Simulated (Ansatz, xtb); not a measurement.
# C4H12AlN: which of two isomers lies lower

We compare I, `C=CC[N@H+](C)[AlH3-]`, a singlet, with II, `C[N@H+]([AlH3-])C1CC1`, a singlet. Both are isolated molecules in the gas phase, relaxed with PBE-D3(BJ)/def2-SVP; each stands in its lowest conformer found.

I (Å):

```yaml
atoms:
  - { symbol: C, position_ang: [1.5412, -2.0966, 1.8567] }
  - { symbol: C, position_ang: [0.8338, -2.0462, 0.7152] }
  - { symbol: C, position_ang: [-0.4685, -1.3154, 0.5469] }
  - { symbol: C, position_ang: [0.5097, 0.8772, -0.0860] }
  - { symbol: Al, position_ang: [-2.3283, 0.5058, -0.8660] }
  - { symbol: N, position_ang: [-0.4175, -0.2134, -0.4600] }
  - { symbol: H, position_ang: [2.4816, -2.6646, 1.9282] }
  - { symbol: H, position_ang: [1.1941, -1.5825, 2.7688] }
  - { symbol: H, position_ang: [1.2097, -2.5808, -0.1780] }
  - { symbol: H, position_ang: [-0.8063, -0.8677, 1.5038] }
  - { symbol: H, position_ang: [-1.2685, -2.0091, 0.2105] }
  - { symbol: H, position_ang: [-0.1018, -0.6162, -1.3569] }
  - { symbol: H, position_ang: [0.5383, 1.6206, -0.9041] }
  - { symbol: H, position_ang: [0.1167, 1.3763, 0.8214] }
  - { symbol: H, position_ang: [1.5320, 0.5008, 0.1237] }
  - { symbol: H, position_ang: [-3.0154, -0.8772, -1.3554] }
  - { symbol: H, position_ang: [-2.7249, 1.0524, 0.6046] }
  - { symbol: H, position_ang: [-1.9741, 1.6015, -2.0025] }
```

II (Å):

```tsv
atom	x (Å)	y (Å)	z (Å)
C	-1.3411	1.8857	1.4352
C	0.1704	0.0411	0.8819
C	-0.0135	-1.0630	1.8962
C	1.3577	-0.7598	1.3226
Al	1.1132	2.6717	-0.0550
N	0.0641	1.4487	1.2756
H	-1.3583	2.9402	1.7676
H	-1.8878	1.2455	2.1587
H	-1.8426	1.8259	0.4502
H	0.5525	1.5733	2.1761
H	0.7739	4.1117	0.6039
H	2.6157	2.1117	0.1489
H	0.3371	2.2786	-1.4202
H	-0.2110	-0.1113	-0.1412
H	-0.2033	-0.7724	2.9427
H	-0.5366	-1.9795	1.5827
H	1.8061	-1.4542	0.5968
H	2.0950	-0.2616	1.9725
```

Quicker runs give these differences E(II) − E(I): GFN2-xTB −0.260 eV; HF/STO-3G −0.249 eV (at GFN2-xTB geometries); r2SCAN-D4/def2-SVP +0.087 eV (at GFN2-xTB geometries).

Question: Estimate E(II) − E(I) at the level CCSD(T)/def2-SVP + ΔMP2/def2-TZVPP.

Answer: Calculated at CCSD(T)/def2-SVP + ΔMP2/def2-TZVPP: E(II) − E(I) = +0.289 eV, so structure I lies lower.

How the difference moves with the method:

```tsv
level	geometry	E(II) − E(I) (eV)	departure from the last row (eV)	job, with rough time for the two
GFN2-xTB	GFN2-xTB	−0.260	−0.549	optimisation, 0.17 s
HF/STO-3G	GFN2-xTB	−0.249	−0.538	single point, 0.32 s
r2SCAN-D4/def2-SVP	GFN2-xTB	+0.087	−0.202	single point, 3.6 s
PBE-D3(BJ)/def2-SVP	PBE-D3(BJ)/def2-SVP	+0.105	−0.184	optimisation, 33 s
HF/def2-SVP	PBE-D3(BJ)/def2-SVP	+0.278	−0.011	part of the CCSD(T) run
MP2/def2-SVP	PBE-D3(BJ)/def2-SVP	+0.119	−0.170	part of the CCSD(T) run
CCSD(T)/def2-SVP	PBE-D3(BJ)/def2-SVP	+0.239	−0.051	single point
CCSD(T)/def2-SVP + ΔMP2/def2-TZVPP	PBE-D3(BJ)/def2-SVP	+0.289		single point, 65 s
```

As drawn, II has 2 C–C in place of 1 C=C. Structure I has no ring, II a 3-membered ring.

GFN2-xTB, HF/STO-3G put the two in the other order. The largest departure from CCSD(T)/def2-SVP + ΔMP2/def2-TZVPP is that of GFN2-xTB, 0.549 eV. The last row adds to CCSD(T) the change of the MP2 difference between the two basis sets, here +0.051 eV.

With thermal terms from frequencies at re-optimised GFN2-xTB minima (ideal gas, soft modes damped towards free rotors, one conformer each, 298.15 K, 1 atm): the zero-point term adds +0.046 eV; ΔH is +0.315 and ΔG +0.365 eV.

The correlated steps freeze 10 core orbitals. Codes used: Ansatz 0.2.0, xtb 6.7.1; the last row on 4 threads of Arm Neoverse V2 on a shared host.
